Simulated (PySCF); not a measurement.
**Predicted spectroscopic data**

How the numbers were obtained: geometry from GFN2-xTB, shieldings: GIAO PBE0/pcSseg-1, in PySCF (no relativistic terms, no solvent model, one conformer, averaged over atoms made equivalent by symmetry, fast rotation or ring inversion).

Shifts are taken against calculated references (same method and geometry level): 1H (31.72 ppm) and 13C (186.93 ppm) vs TMS. Splittings of carbon signals by F and P are missing where no couplings were computed. Where no couplings were computed, multiplicities follow the n + 1 count of equivalent neighbours, and m marks all less simple cases (inequivalent or close neighbours, rings, F or P nearby). Shifts are as computed. Against solution values, carbons near 30 ppm lie about +3 ppm off and those near 130 ppm about +5 ppm. Of 1211 compounds with measured shifts, 218 miss one by over three times the rms of a fit or turn the order of signals round; such compounds aren't used in these exercises.

Compound 1 (C₈H₁₁P). 1H NMR (600 MHz, computed): δ 2.75 (m, 2H), 2.21 (q, 2H), 2.04 (s, 3H), 1.69 (t, 1H), 1.19 (t, 3H). 13C{1H} NMR (computed): δ 266.3, 131.4, 86.5, 78.6, 34.9, 23.3, 21.2, 15.8. Structure: `InChI=1S/C8H11P/c1-4-6-9-7-8(3)5-2/h1H,5-6H2,2-3H3`.

Compound 2 (C₈H₁₁P). 1H NMR (600 MHz, computed): δ 9.07 (m, 1H), 8.02 (m, 1H), 7.63 (m, 1H), 2.86 (m, 2H), 2.50 (s, 3H), 1.83 (t, 3H). 13C{1H} NMR (computed): δ 185.4, 162.1, 146.8, 136.5, 136.5, 33.6, 25.5, 16.8. Structure: `CCc1pcccc1C`.
